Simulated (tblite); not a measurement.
Record of a relaxation.

Compound: C₃H₇B₂FO.
Atom-mapped SMILES: `[BH2:1][C@@H:2]([BH:3][F:4])[O:5][CH:6]=[CH2:7]` (hydrogens: H8, H9 on B1; H10 on C2; H11 on B3; H12 on C6; H13, H14 on C7)

Computed with GFN2-xTB (tblite), gas phase: L-BFGS steps from a force-field or distance-geometry start until the largest atomic force falls under 0.01 eV/Å. 13 of its 83 geometries are shown.

Step 0: E = -577.3449 eV, largest atomic force 3.453 eV/Å
```
atom  x, y, z in Å  |  force x, y, z in eV/Å
B1     -1.539   -1.444    1.003   -1.530   0.482   0.314
C2     -0.761   -0.411    0.095    0.311  -0.313  -0.580
B3     -1.364    1.043    0.183   -1.938   0.726  -2.551
F4     -2.399    1.365   -0.807    2.257  -0.711   2.515
O5      0.646   -0.436    0.375    0.320   1.454  -0.715
C6      1.373    0.471   -0.423   -0.042  -1.161   0.858
C7      2.641    0.172   -0.634    0.623  -0.445   0.089
H8     -2.296   -2.164    0.435    0.440   0.040   0.369
H9     -1.747   -1.164    2.141    0.522  -0.484  -0.361
H10    -0.860   -0.749   -0.957   -0.035   0.105   0.104
H11    -0.883    1.943    0.754   -0.340  -0.055   0.062
H12     0.881    1.350   -0.806   -0.261  -0.066   0.002
H13     2.986   -0.763   -0.155    0.074   0.841  -0.566
H14     3.321    0.789   -1.227   -0.400  -0.414   0.461
```

Step 7: E = -577.9675 eV, largest atomic force 0.360 eV/Å
```
atom  x, y, z in Å  |  force x, y, z in eV/Å
B1     -1.658   -1.333    0.983    0.175  -0.118  -0.032
C2     -0.765   -0.405    0.042   -0.067   0.012   0.012
B3     -1.361    1.060    0.085   -0.138   0.144   0.065
F4     -2.368    1.353   -0.698   -0.322   0.084  -0.138
O5      0.625   -0.371    0.399    0.010  -0.079  -0.047
C6      1.383    0.437   -0.396   -0.151  -0.005   0.105
C7      2.651    0.151   -0.622    0.251  -0.061  -0.010
H8     -2.290   -2.174    0.472   -0.153   0.170   0.038
H9     -1.667   -1.220    2.145    0.168   0.046  -0.075
H10    -0.847   -0.771   -0.992    0.137  -0.077  -0.034
H11    -0.947    1.924    0.759    0.010  -0.001   0.069
H12     0.876    1.314   -0.810    0.104  -0.169   0.017
H13     3.063   -0.745   -0.190    0.095   0.044  -0.015
H14     3.305    0.780   -1.198   -0.117   0.010   0.044
```

Step 14: E = -578.0462 eV, largest atomic force 0.220 eV/Å
```
atom  x, y, z in Å  |  force x, y, z in eV/Å
B1     -1.637   -1.316    0.958   -0.083   0.032   0.029
C2     -0.785   -0.380   -0.003    0.101  -0.189   0.049
B3     -1.425    1.074    0.055   -0.048  -0.019   0.006
F4     -2.476    1.384   -0.669   -0.027  -0.127  -0.022
O5      0.594   -0.379    0.411    0.108  -0.114   0.115
C6      1.405    0.382   -0.364   -0.126   0.025  -0.005
C7      2.680    0.126   -0.589    0.076  -0.010  -0.013
H8     -2.391   -2.083    0.501   -0.062   0.135  -0.009
H9     -1.508   -1.228    2.113    0.121  -0.041  -0.032
H10    -0.796   -0.793   -1.018   -0.152   0.066  -0.140
H11    -1.010    1.907    0.765    0.037   0.078   0.035
H12     0.915    1.240   -0.811   -0.024   0.181  -0.102
H13     3.173   -0.740   -0.192    0.005  -0.024   0.108
H14     3.261    0.806   -1.179    0.073   0.007  -0.019
```

Step 20: E = -578.0973 eV, largest atomic force 0.397 eV/Å
```
atom  x, y, z in Å  |  force x, y, z in eV/Å
B1     -1.641   -1.300    0.954    0.084   0.015  -0.003
C2     -0.770   -0.417   -0.013   -0.098   0.374  -0.088
B3     -1.457    1.037    0.073    0.001  -0.040  -0.109
F4     -2.531    1.291   -0.649    0.195  -0.124   0.177
O5      0.610   -0.409    0.389   -0.161  -0.004  -0.156
C6      1.416    0.376   -0.368    0.086  -0.087  -0.063
C7      2.700    0.124   -0.566   -0.047   0.080   0.060
H8     -2.527   -1.921    0.515   -0.025   0.119   0.155
H9     -1.335   -1.268    2.082   -0.121  -0.203  -0.060
H10    -0.842   -0.747   -1.065    0.110  -0.059   0.184
H11    -1.046    1.910    0.749   -0.055  -0.097  -0.072
H12     0.943    1.236   -0.834   -0.091   0.002  -0.023
H13     3.205   -0.713   -0.126   -0.051  -0.050   0.036
H14     3.274    0.801   -1.163    0.174   0.074  -0.036
```

Step 27: E = -578.1587 eV, largest atomic force 0.396 eV/Å
```
atom  x, y, z in Å  |  force x, y, z in eV/Å
B1     -1.627   -1.266    0.947    0.097   0.090  -0.095
C2     -0.753   -0.399   -0.031   -0.060  -0.026  -0.036
B3     -1.466    1.022    0.053    0.011  -0.128   0.132
F4     -2.603    1.161   -0.591    0.013   0.111  -0.009
O5      0.634   -0.442    0.304   -0.068   0.092  -0.100
C6      1.436    0.369   -0.433    0.092   0.122   0.159
C7      2.742    0.163   -0.523   -0.085  -0.057  -0.124
H8     -2.671   -1.648    0.631   -0.240  -0.023  -0.166
H9     -1.221   -1.463    2.006    0.164  -0.129   0.337
H10    -0.872   -0.752   -1.066   -0.011  -0.081  -0.016
H11    -1.096    1.910    0.723    0.010   0.064  -0.090
H12     0.932    1.224   -0.890    0.129  -0.152  -0.075
H13     3.194   -0.689   -0.041   -0.016   0.126  -0.052
H14     3.369    0.810   -1.111   -0.037  -0.008   0.133
```

Step 34: E = -578.1835 eV, largest atomic force 0.100 eV/Å
```
atom  x, y, z in Å  |  force x, y, z in eV/Å
B1     -1.620   -1.268    0.959   -0.030  -0.018   0.020
C2     -0.756   -0.407   -0.037   -0.023   0.014   0.036
B3     -1.480    1.008    0.060    0.021   0.013  -0.036
F4     -2.628    1.155   -0.563   -0.001  -0.010  -0.026
O5      0.636   -0.445    0.272   -0.002   0.060  -0.035
C6      1.446    0.377   -0.445    0.035  -0.022  -0.046
C7      2.752    0.169   -0.522   -0.044   0.016   0.055
H8     -2.717   -1.524    0.666   -0.025  -0.031  -0.031
H9     -1.178   -1.575    1.990    0.041  -0.027  -0.013
H10    -0.895   -0.784   -1.064   -0.048   0.007   0.050
H11    -1.108    1.925    0.686    0.100   0.007   0.006
H12     0.952    1.207   -0.950    0.033  -0.042   0.010
H13     3.195   -0.670   -0.015    0.021   0.045  -0.013
H14     3.403    0.833   -1.060   -0.079  -0.013   0.023
```

Step 41: E = -578.1935 eV, largest atomic force 0.108 eV/Å
```
atom  x, y, z in Å  |  force x, y, z in eV/Å
B1     -1.628   -1.278    0.970   -0.023  -0.034  -0.030
C2     -0.768   -0.399   -0.018   -0.070  -0.050  -0.006
B3     -1.463    1.024    0.047    0.006   0.031   0.042
F4     -2.616    1.182   -0.566    0.028   0.029   0.011
O5      0.628   -0.439    0.265   -0.047  -0.083   0.051
C6      1.439    0.375   -0.454   -0.062  -0.046  -0.015
C7      2.746    0.179   -0.509    0.039   0.023   0.014
H8     -2.726   -1.534    0.664    0.050   0.024   0.029
H9     -1.173   -1.638    1.980    0.022   0.000  -0.012
H10    -0.939   -0.802   -1.029    0.038   0.003  -0.044
H11    -1.044    1.933    0.656    0.012   0.043  -0.038
H12     0.957    1.191   -0.983   -0.065   0.039  -0.006
H13     3.203   -0.647   -0.001    0.030  -0.009   0.063
H14     3.382    0.854   -1.045    0.041   0.032  -0.059
```

Step 48: E = -578.2064 eV, largest atomic force 0.088 eV/Å
```
atom  x, y, z in Å  |  force x, y, z in eV/Å
B1     -1.636   -1.309    0.972    0.060   0.033   0.000
C2     -0.794   -0.405   -0.007    0.046   0.009  -0.025
B3     -1.430    1.048    0.038    0.005   0.007  -0.016
F4     -2.598    1.233   -0.539    0.020  -0.012   0.024
O5      0.612   -0.482    0.245    0.008  -0.040   0.035
C6      1.422    0.343   -0.464   -0.048   0.007   0.008
C7      2.740    0.212   -0.477   -0.026  -0.024   0.011
H8     -2.759   -1.492    0.719    0.007  -0.003   0.028
H9     -1.121   -1.760    1.914   -0.039  -0.001  -0.010
H10    -0.990   -0.810   -1.016    0.019   0.039  -0.022
H11    -0.951    1.978    0.570    0.010  -0.038   0.006
H12     0.918    1.129   -1.017   -0.011   0.024  -0.084
H13     3.225   -0.568    0.079    0.001  -0.016   0.022
H14     3.361    0.882   -1.040   -0.052   0.016   0.023
```

Step 55: E = -578.2105 eV, largest atomic force 0.036 eV/Å
```
atom  x, y, z in Å  |  force x, y, z in eV/Å
B1     -1.631   -1.314    0.971    0.004   0.007   0.003
C2     -0.795   -0.410   -0.009    0.014   0.010  -0.017
B3     -1.414    1.051    0.035   -0.012  -0.007   0.015
F4     -2.591    1.239   -0.520    0.005   0.009   0.011
O5      0.608   -0.498    0.236    0.003   0.012   0.012
C6      1.411    0.332   -0.472    0.015  -0.023  -0.022
C7      2.729    0.221   -0.460   -0.009   0.024   0.001
H8     -2.766   -1.460    0.753   -0.018  -0.014  -0.003
H9     -1.108   -1.805    1.889   -0.012   0.018  -0.009
H10    -0.994   -0.795   -1.025   -0.024  -0.013  -0.002
H11    -0.912    1.980    0.546    0.006  -0.017   0.015
H12     0.905    1.098   -1.057    0.004  -0.031  -0.009
H13     3.220   -0.541    0.118   -0.011   0.028  -0.006
H14     3.337    0.900   -1.026    0.034  -0.004   0.010
```

Step 62: E = -578.2129 eV, largest atomic force 0.089 eV/Å
```
atom  x, y, z in Å  |  force x, y, z in eV/Å
B1     -1.637   -1.315    0.967   -0.028  -0.031   0.001
C2     -0.801   -0.415   -0.015    0.014   0.021  -0.004
B3     -1.402    1.052    0.044    0.011  -0.011  -0.027
F4     -2.584    1.259   -0.493   -0.014   0.018   0.012
O5      0.603   -0.510    0.227    0.017   0.018  -0.086
C6      1.404    0.314   -0.493    0.032   0.022  -0.007
C7      2.725    0.241   -0.445    0.013  -0.014   0.003
H8     -2.780   -1.440    0.777   -0.001   0.001  -0.023
H9     -1.101   -1.831    1.861    0.006  -0.003   0.050
H10    -1.012   -0.795   -1.030    0.000  -0.006   0.009
H11    -0.869    1.970    0.541   -0.008   0.013   0.036
H12     0.894    1.047   -1.116    0.007  -0.028   0.015
H13     3.219   -0.494    0.162   -0.010   0.022   0.032
H14     3.339    0.917   -1.009   -0.039  -0.020  -0.012
```

Step 68: E = -578.2188 eV, largest atomic force 0.096 eV/Å
```
atom  x, y, z in Å  |  force x, y, z in eV/Å
B1     -1.643   -1.320    0.957    0.061   0.074   0.002
C2     -0.805   -0.425   -0.034   -0.032  -0.036   0.005
B3     -1.382    1.048    0.071   -0.001   0.011  -0.001
F4     -2.566    1.302   -0.440   -0.005  -0.002   0.004
O5      0.602   -0.532    0.177   -0.016  -0.065   0.063
C6      1.403    0.294   -0.540   -0.039  -0.062   0.009
C7      2.721    0.266   -0.426   -0.011   0.032   0.003
H8     -2.784   -1.454    0.762   -0.010  -0.004  -0.038
H9     -1.117   -1.800    1.876    0.016  -0.023   0.025
H10    -1.039   -0.794   -1.048   -0.005   0.020  -0.030
H11    -0.821    1.933    0.598   -0.004   0.009   0.003
H12     0.889    0.967   -1.223    0.051   0.016  -0.009
H13     3.207   -0.407    0.257   -0.027   0.022  -0.025
H14     3.336    0.923   -1.009    0.022   0.008  -0.012
```

Step 75: E = -578.2207 eV, largest atomic force 0.018 eV/Å
```
atom  x, y, z in Å  |  force x, y, z in eV/Å
B1     -1.645   -1.317    0.956    0.007   0.003  -0.011
C2     -0.810   -0.432   -0.043    0.001   0.001   0.000
B3     -1.370    1.048    0.083   -0.003   0.006   0.008
F4     -2.554    1.324   -0.416    0.006  -0.007   0.005
O5      0.597   -0.552    0.164    0.001  -0.010   0.010
C6      1.396    0.273   -0.555    0.009  -0.013  -0.009
C7      2.712    0.282   -0.415   -0.009   0.001   0.004
H8     -2.782   -1.467    0.749    0.001   0.001  -0.006
H9     -1.118   -1.785    1.883   -0.005   0.000   0.006
H10    -1.050   -0.780   -1.062   -0.002   0.003   0.004
H11    -0.792    1.918    0.617   -0.006   0.009  -0.006
H12     0.892    0.921   -1.268   -0.003  -0.001  -0.002
H13     3.198   -0.360    0.296    0.003  -0.003  -0.004
H14     3.326    0.929   -1.011    0.002   0.008   0.000
```

Step 82: E = -578.2210 eV, largest atomic force 0.010 eV/Å
```
atom  x, y, z in Å  |  force x, y, z in eV/Å
B1     -1.645   -1.317    0.955    0.003   0.000   0.010
C2     -0.808   -0.432   -0.041   -0.004  -0.003  -0.001
B3     -1.369    1.048    0.087   -0.003   0.002  -0.006
F4     -2.554    1.320   -0.412    0.004  -0.003   0.009
O5      0.599   -0.556    0.163   -0.002   0.003   0.003
C6      1.397    0.269   -0.557    0.008   0.001   0.000
C7      2.713    0.282   -0.415   -0.003   0.000   0.000
H8     -2.781   -1.468    0.742   -0.003  -0.001  -0.002
H9     -1.122   -1.781    1.886   -0.007  -0.002  -0.002
H10    -1.051   -0.776   -1.061    0.001   0.002  -0.006
H11    -0.794    1.923    0.617    0.000  -0.001  -0.002
H12     0.890    0.915   -1.271    0.003  -0.001   0.002
H13     3.200   -0.360    0.295    0.003   0.002   0.000
H14     3.325    0.932   -1.009    0.002   0.001  -0.004
```

Q: Summarise the path.

A: The energy falls by 84.52 kJ/mol from step 0 to step 82; nine tenths of that is first reached at step 24. It falls at every step. The largest force goes from 3.453 to 0.010 eV/Å. Among the bonds B3–F4 changes most, from 1.468 to 1.314 Å; the atoms move by 0.466 Å rms after alignment.

The cost below is that of the whole relaxation. On one thread, Arm Neoverse N1 (aarch64), no GPU, shared host, this took 0.62 s of wall time.
